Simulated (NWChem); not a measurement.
Species: SnCl cation, singlet; SMILES [Sn+][Cl]

Program: NWChem. Low-valent species are run as closed-shell singlets; no triplet was tried in these runs. def2 effective core potentials on Sn; no spin-orbit coupling. Each level has its own optimisation; frequencies are unscaled.

For level BLYP/def2-SVP (core potentials):

* **r Cl–Sn (Å)**: 2.334
* **highest harmonic frequency (cm⁻¹)**: 398

Problem. What are these values for level PBE0/def2-TZVP (core potentials)?

Solution. The r Cl–Sn (Å) comes out as 2.260. The highest harmonic frequency (cm⁻¹) comes out as 432.
